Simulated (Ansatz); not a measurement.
# FH2OSi2: where a starting geometry ends

The starting geometry of this gas-phase doublet was optimised with GFN2-xTB; its bonds are those of `F[Si]1O[SiH2]1`.

```xyz
6

F    -3.1917    1.9454    0.4312
O    -1.2884    0.6715   -0.6247
Si   -2.9084    0.4026   -0.0469
Si   -0.6951    0.0550    0.7521
H    -0.3505   -1.3477    0.6325
H     0.2413    0.9371    1.4191
```

Q: Predict what it relaxes into with B3LYP/6-31G*.

A: A bond breaks, giving a structure given below by its coordinates. Contacts that open: Si3–Si4 (2.38 → 3.19 Å).

The energy falls by 0.65 eV over 32 steps:

```
step  E − E(last) (eV)
   1             0.653
   4             0.383
   8             0.129
  11             0.047
  15             0.042
  18             0.039
  22             0.009
  25             0.001
  29             0.000
  32             0.000
```

Final geometry (Å):

```xyz
6

F    -3.1008    2.1499    0.4783
O    -1.8407    0.0058   -0.0686
Si   -3.1348    0.9078   -0.5778
Si   -0.5932   -0.1215    1.0484
H     0.1809   -1.3545    0.7205
H     0.2958    1.0764    0.9624
```

The end wasn't checked by frequencies. Open shells are spin-unrestricted. Run with Ansatz 0.2.0, 4.9 min on 1 thread of Intel(R) Xeon(R) Processor @ 2.50GHz (Skylake/Cascade Lake), with other jobs on the host.
